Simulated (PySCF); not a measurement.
hexa-1,2-dien-5-yne (C6H6), SMILES C(=C=C)CC#C. Geometry: PBE-D3(BJ)/def2-SVP. Other conformers were not sampled.

Computed equilibrium geometry at PBE-D3(BJ)/def2-SVP (PySCF confirms it by a frequency run) as Cartesian coordinates in Å (one conformer of several):
```xyz
12

C     -2.5408     1.3927     0.5568
C     -1.7823     0.5384     0.1219
C     -0.8613    -0.4851    -0.3727
C      0.4168    -0.5770     0.4488
C      1.6288    -0.4355    -0.0495
C      2.8351    -0.2940    -0.5582
H     -3.2129     2.1500     0.9343
H     -1.3783    -1.4721    -0.3558
H     -0.6078    -0.2860    -1.4354
H      0.2937    -0.7648     1.5312
H      3.4024    -1.1575    -0.9473
H      3.3248     0.6941    -0.6094
```
Charge 0, spin multiplicity 1.
